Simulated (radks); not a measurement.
Values are calculated unless marked as measured or tabulated.
Task: Ionisation of Tb+, [Xe] 4f9 6s1, to Tb2+, [Xe] 4f9, under several functionals. Scalar-relativistic Kohn-Sham, spin-polarised, spherical densities, point nucleus; open shells are filled with parallel spins first (spin-orbit coupling, left out, can overturn this in heavy ions); a radial shooting solver on a logarithmic mesh with Libxc functionals. The NIST Atomic Spectra Database gives 11.51 eV (semi-empirical). Rank these functionals by the error of their Delta-SCF ionisation energy: PW91; HCTH/407; RPBE; exchange-only PBE; exchange-only B88; OLYP; revPBE.

Result: From best to worst: OLYP 11.516 eV (+0.003); exchange-only PBE 11.509 eV (-0.004); HCTH/407 11.520 eV (+0.007); exchange-only B88 11.398 eV (-0.115); revPBE 11.675 eV (+0.162); RPBE 11.698 eV (+0.185); PW91 11.839 eV (+0.326). Open shells are spherical and high-spin; term and fine-structure splittings are not resolved. Spin-orbit splitting is averaged out at the scalar-relativistic level.
